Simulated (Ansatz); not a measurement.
`C=C=N[SiH](F)F`, charge 0, multiplicity 1.

Task: Give a relaxed structure at PBE0-D4/def2-TZVP (Ansatz 0.2.0). (Best estimate.)

Result: Computed: 
```xyz
9

C     1.136   -1.754   -0.743
C     0.741   -0.671   -0.132
N     0.427    0.334    0.463
Si   -0.924    1.361    0.605
F    -2.073    0.998   -0.422
F    -0.440    2.823    0.260
H     1.636   -1.683   -1.699
H     0.954   -2.723   -0.300
H    -1.457    1.315    1.968
```
This is one stationary point; other conformers may exist.
